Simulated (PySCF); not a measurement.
Computed with delta-SCF UKS SCAN, pcX-2 on the ionised atom, pcseg-1 elsewhere, spin-free X2C in PySCF 2.14.0. Geometries: PBE0-D3(BJ)/def2-SVP; isolated species, one conformer each. Kα1 is taken as the energy difference of the 1s-hole and 2p3/2-hole states at the ground state's geometry. The 2p values aren't plain energy differences: one relaxed spin-free 2p hole is combined with a matrix within the shell (ground-state 2p orbital-energy differences and spin–orbit coupling). 2p3/2, the mean of its two sublevels, lies a third of the splitting below the shell's mean and 2p1/2 two thirds above it; the statistical areas are 2:1.

```csv
site,Si 2p3/2 (eV)
silicon in `[SiH3][GeH2][GeH3]`,106.55
silicon in `[SiH2-]Br`,100.67
Si2 in `[CH3:1][SiH2:2][SiH2:3][OH:4]`,106.29
Si3 in `[CH3:1][O:2][SiH2:3][SiH3:4]`,107.00
```

Problem. What are the Si 1s binding energies, and the Kα1 emission energies that follow?

Solution. 
```json
{"site": "silicon in `[SiH2-]Br`", "bonded to": "Br and 2 H", "1s (eV)": "1840.53", "2p3/2 (eV)": "100.67", "Kα1 = 1s − 2p3/2 (eV)": "1739.86"}
{"site": "Si2 in `[CH3:1][SiH2:2][SiH2:3][OH:4]`", "bonded to": "C, 2 H and Si", "1s (eV)": "1845.99", "2p3/2 (eV)": "106.29", "Kα1 = 1s − 2p3/2 (eV)": "1739.70"}
{"site": "silicon in `[SiH3][GeH2][GeH3]`", "bonded to": "3 H and Ge", "1s (eV)": "1846.28", "2p3/2 (eV)": "106.55", "Kα1 = 1s − 2p3/2 (eV)": "1739.73"}
{"site": "Si3 in `[CH3:1][O:2][SiH2:3][SiH3:4]`", "bonded to": "O, 2 H and Si", "1s (eV)": "1846.84", "2p3/2 (eV)": "107.00", "Kα1 = 1s − 2p3/2 (eV)": "1739.84"}
```

Ranges: 1s 6.31 eV, 2p3/2 6.33 eV, Kα1 0.16 eV. A straight-line fit of 1s on 2p3/2 has slope 0.99.
